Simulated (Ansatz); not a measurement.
The cluster Ni₂Br₄. Total charge 0; quintet. Geometry PBE0-D4/def2-SVP; atoms count from 1.

```xyz
6

Ni    1.332    0.227   -0.951
Ni   -1.465    0.170    0.745
Br    3.346   -0.355   -1.724
Br    0.695    1.156    1.186
Br   -3.065   -0.485    2.161
Br   -0.843   -0.711   -1.416
```

Another isomer (singlet) lies 0.05 eV lower at PBE0-D4/def2-TZVP.

Problem. Estimate the Mulliken populations from the PBE0/def2-TZVP orbitals of Ansatz.

Solution. 
| atom | charge (e) | spin (α − β) | d electrons |
| --- | --- | --- | --- |
| Ni1 | 0.55 | 1.63 | 8.41 |
| Ni2 | 0.55 | 1.63 | 8.41 |
| Br3 | -0.31 | 0.21 | – |
| Br4 | -0.24 | 0.16 | – |
| Br5 | -0.31 | 0.21 | – |
| Br6 | -0.24 | 0.16 | – |
Mulliken values and Mayer orders depend strongly on the basis.

Problem. Where does the spin sit?

Solution. Summed by element: Ni 3.26, Br 0.74, of 4 unpaired in all. Largest on single atoms: Ni1 1.63, Ni2 1.63, Br5 0.21.

Problem. And the Mayer bond orders between bonded heavy atoms (over 0.3)?

Solution. Ni1–Br3 1.15 (2.23 Å); Ni1–Br4 0.64 (2.42 Å); Ni1–Br6 0.64 (2.41 Å); Ni2–Br4 0.64 (2.41 Å); Ni2–Br5 1.15 (2.23 Å); Ni2–Br6 0.64 (2.42 Å).
